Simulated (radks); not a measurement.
Excited configurations of Kr III: one electron is placed in a higher orbital outside [Ar] 3d10 4s2 4p3. The ground configuration is [Ar] 3d10 4s2 4p4. Calculated with a radial shooting solver on a logarithmic mesh with Libxc functionals: scalar-relativistic Kohn-Sham, r2SCAN, spin-unpolarised, spherical densities, finite nucleus; meta-GGA in the generalised Kohn-Sham scheme; Fermi nuclear charge, rms radius 4.1884 fm. Excitation = E - E(ground); binding = E(ion) - E, where the ion is the core of charge +3; n* = 3/sqrt(2 binding) in atomic units, and the quantum defect is n - n*.

| outer orbital | excitation (eV) | binding (eV) | n* | quantum defect | eigenvalue (eV) |
|---|---|---|---|---|---|
| 4f | 29.797 | 7.635 | 4.005 | -0.005 | -6.054 |
| 6s | 28.433 | 8.999 | 3.689 | 2.311 | -7.760 |
| 6d | 31.936 | 5.496 | 4.720 | 1.280 | -4.668 |
| 7s | 31.818 | 5.614 | 4.670 | 2.330 | -4.866 |
| 7p | 32.596 | 4.836 | 5.032 | 1.968 | -4.203 |

The Delta-SCF ionisation energy is 37.432 eV (NIST Atomic Spectra Database: 35.84 eV, measured). Self-interaction in the functional shifts the binding energies and quantum defects, so they are the method's values and not measured ones. Spin polarisation and multiplet splitting are left out, so open shells lie too high by an amount that depends on their filling.

Beside tabulated values, note that spin-unpolarised runs miss the spin-polarisation part of the exchange energy of open shells.
